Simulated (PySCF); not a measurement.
A GIAO shielding run with PySCF 2.14.0 with density-fitted response routines (density fitting, non-relativistic, gas phase) on `InChI=1S/C5H7FOSi/c1-2-8-5(6)3-4-7-8/h1,5,8H,3-4H2/t5-,8+/m1/s1`:

```
{"job": {"kind": "nmr", "xc": "PBE0", "basis": "pcSseg-1"}, "charge": 0, "multiplicity": 1}
C      3.290206     1.076798     0.181371
C      2.295604     0.661640    -0.351294
Si     0.765156     0.009655    -1.151605
O     -0.459311     1.091112    -1.199083
C     -1.511037     0.837946    -0.294082
C     -1.589991    -0.667738    -0.030407
C     -0.158161    -1.184294     0.052317
F      0.312986    -1.042182     1.353355
H      4.158723     1.443080     0.648942
H      0.964956    -0.530049    -2.489246
H     -2.431935     1.224659    -0.737225
H     -1.311031     1.377537     0.637306
H     -2.147097    -0.878843     0.882191
H     -2.081163    -1.156570    -0.872810
H     -0.102319    -2.254760    -0.157298
```

Hardware: 1 thread of an Arm Neoverse V2, shared host. The job also computes population analyses, field gradients, ring-centre shieldings.

(1) How large is the calculation?

(2) How long does it take?

Results:

(1) 68 electrons, 178 basis functions and 944 auxiliary functions.

(2) 21 s of wall time, with 15 SCF cycles and 5 response iterations. Times on a shared host scatter by some tens of per cent.
